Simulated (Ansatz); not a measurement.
C2H6O2, triplet, at the geometry of the source list (a higher spin typed on purpose: for a closed-shell molecule this is an excited state); HF/6-31G* in Ansatz (a quantum-chemistry and plane-wave program).

Input for Ansatz:
Ansatz 0.2 input:
```yaml
crystal:
  periodic: [false, false, false]
  atoms:
    - {symbol: O, position_ang: [1.30260000, -0.68770000, 0.16370000]}
    - {symbol: C, position_ang: [0.54770000, 0.48680000, -0.07300000]}
    - {symbol: C, position_ang: [-0.89320000, 0.05090000, -0.34010000]}
    - {symbol: O, position_ang: [-1.44480000, -0.61330000, 0.76470000]}
    - {symbol: H, position_ang: [2.21430000, -0.44810000, 0.34940000]}
    - {symbol: H, position_ang: [0.57520000, 1.14410000, 0.80610000]}
    - {symbol: H, position_ang: [0.93500000, 1.03380000, -0.94260000]}
    - {symbol: H, position_ang: [-1.51960000, 0.92540000, -0.52550000]}
    - {symbol: H, position_ang: [-0.90580000, -0.59780000, -1.22740000]}
    - {symbol: H, position_ang: [-0.81140000, -1.29420000, 1.02450000]}
basis:
  gaussian:
    orbitals: 6-31G*
hamiltonian:
  xc: hf
magnetization: {spin_polarized: true, initial_magnetization: 2}
accuracy: high
```

It wrote (shortened):

```
Functional definition: HF
1686 factors; integrals over basis functions are off by at most 3.0e-9 eV
mean field evaluation 1: about -6215.9752 eV, gradient 2.5e1 eV
mean field evaluation 2: about -6215.9793 eV, gradient 2.5e1 eV
mean field evaluation 4: about -6219.2883 eV, gradient 4.0e0 eV
mean field evaluation 8: about -6219.3868 eV, gradient 2.7e0 eV
mean field evaluation 16: about -6221.5833 eV, gradient 9.2e-4 eV
mean field evaluation 32: about -6222.0768 eV, gradient 9.8e-1 eV
mean field evaluation 64: about -6219.6940 eV, gradient 5.1e0 eV
mean field -6222.08946835 eV, -228.6575704783 hartree, gradient 1.2e-8 eV, S^2 2.008873; 1 other end points of the search recorded, 0 dependent functions left out
reference -6222.08946835 eV, -228.6575704783 hartree; 18, 16 occupied and 54, 56 virtual orbitals, 1686 factors
Total energy: -6222.08946835 eV, -228.6575704783 hartree
```
